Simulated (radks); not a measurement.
Q: Coherent X-ray form factor from a spherical all-electron density. All-electron calculation, scalar-relativistic Kohn-Sham, SCAN, spin-unpolarised, spherical densities, finite nucleus; meta-GGA in the generalised Kohn-Sham scheme; Fermi nuclear charge, rms radius of each element as measured or else 0.836 A^(1/3) + 0.57 fm. Program: a radial shooting solver on a logarithmic mesh with Libxc functionals.

sin(theta)/lambda (1/angstrom)  f0 (electrons)
0.05                                    19.473
0.1                                     18.195
0.15                                    16.677
0.2                                     15.179
0.25                                    13.757
0.3                                     12.437
0.4                                     10.232
0.5                                      8.690
0.6                                      7.682
0.8                                      6.455
1                                        5.497
1.25                                     4.345
1.5                                      3.352
2                                        2.092

The species is in the configuration that NIST lists as its ground one. Which atom or ion scatters so?

A: The scandium ion Sc+, [Ar] 3d1 4s1. Extrapolating in s^2 from the first two rows gives f0(0) = 19.9, near the electron count 20; among species with that count, the fall with angle is slower the higher Z, and the table is that of Z = 21; from so few rows the species is fixed only to a neighbour or two.
